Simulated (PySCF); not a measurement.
Species: C4H7N3.
Z-matrix (Å and degrees, GFN2-xTB geometry), rows numbered from 1:
```
C 
C   1  1.5299
C   2  1.4867  1  110.74
C   3  1.4075  2  129.33  1   -83.65
N   4  1.3217  3  108.46  2   178.25
N   5  1.3131  4  104.25  3    -0.14
N   6  1.3145  5  115.31  4     0.11
H   1  1.0875  2  110.25  3   179.95
H   1  1.0876  2  110.15  3   -60.08
H   1  1.0882  2  110.56  3    59.79
H   2  1.0906  1  109.57  3   119.91
H   2  1.0921  1  109.66  3  -120.64
H   4  1.0697  3  129.80  2    -2.18
H   6  1.0085  5  122.39  4   179.79
```

Computed at PBE0/pcSseg-1 (PySCF, non-relativistic), with Q(14N) = 0.02044 b: N5, 14N (I = 1): χzz = -5.312 MHz, η = 0.305; N6, 14N (I = 1): χzz = -3.756 MHz, η = 0.487; N7, 14N (I = 1): χzz = -5.039 MHz, η = 0.406.

Find the zero-field quadrupole resonance frequencies of 14N at N5.

From ν± = (3/4)|χ|(1 ± η/3) and ν0 = |χ|η/2: ν+ 4.389 MHz, ν− 3.579 MHz, ν0 0.810 MHz (pyridine-type nitrogen).

Find the zero-field quadrupole resonance frequencies of 14N at N6.

From ν± = (3/4)|χ|(1 ± η/3) and ν0 = |χ|η/2: ν+ 3.274 MHz, ν− 2.360 MHz, ν0 0.914 MHz (pyrrole-type nitrogen).

Find the zero-field quadrupole resonance frequencies of 14N at N7.

From ν± = (3/4)|χ|(1 ± η/3) and ν0 = |χ|η/2: ν+ 4.291 MHz, ν− 3.267 MHz, ν0 1.024 MHz (pyridine-type nitrogen).

In a crystal, neighbours and librations shift these lines. The structure is a single GFN2-xTB conformer in the gas phase; no vibrational or solvent corrections. GFN2-xTB bond lengths can be off by several hundredths of an ångström, more for odd bonds, and the gradients follow them. With a basis this small, the couplings can be 20 % off.

These values come from a run that also computed NMR shieldings. Time: 15 s of wall time; peak memory 0.71 GiB. Hardware: one thread, Arm Neoverse V1 (aarch64), on a shared host.
